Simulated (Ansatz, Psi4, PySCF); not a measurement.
Cl₂Hg, triplet, at a GFN2-xTB geometry (such geometries of metal compounds can be far from the true shape) (a higher spin typed on purpose: for a closed-shell molecule this is an excited state) (core potentials on Hg). Base run: PBE0/def2-SVP (PySCF).

Here is a job for PySCF.
```python
from pyscf import gto, scf, dft

mol = gto.M(
    atom='''
Hg   -0.522623    0.061859   -0.510251
Cl    2.162806    0.084353    0.272731
Cl    0.296596   -0.375452    2.128448
''',
    basis='def2-svp',
    ecp={'Hg': 'def2-svp'},
    charge=0,
    spin=2,
    verbose=4,
)

mf = dft.UKS(mol)
mf.xc = 'pbe0'
mf.kernel()
```

The same geometry, method and basis name were run in Ansatz (an electronic-structure program) and Psi4 and PySCF, at each program's defaults and at the settings that a row names. The base is PySCF at its defaults. Differences at the defaults can come from grids, fitting, cores and function types together.

```tsv
code and settings	ΔE vs base (mEh)	basis functions	E (Eh)	SCF cycles	dipole (D)
PySCF, defaults (exact integrals, its default grid, spherical functions)	0.000	68	-1073.24517	15	3.85
Psi4, defaults (density fitting with its default set, its default grid, spherical functions)	0.026	68	-1073.24514	11	3.85
Ansatz, defaults (factorised integrals, its default grid, spherical functions)	0.002	68	-1073.24517	-	-
PySCF, density fitting with def2-universal-jkfit	0.026	68	-1073.24514	15	3.85
PySCF, fine grid	0.000	68	-1073.24517	15	3.85
Psi4, exact integrals, spherical functions, fine grid	0.000	68	-1073.24517	14	3.85
Ansatz, high accuracy	-0.002	68	-1073.24517	-	-
```

Open shells are given as the SCF converged; they aren't shown to be the lowest states, and a large step between rows can be another state.
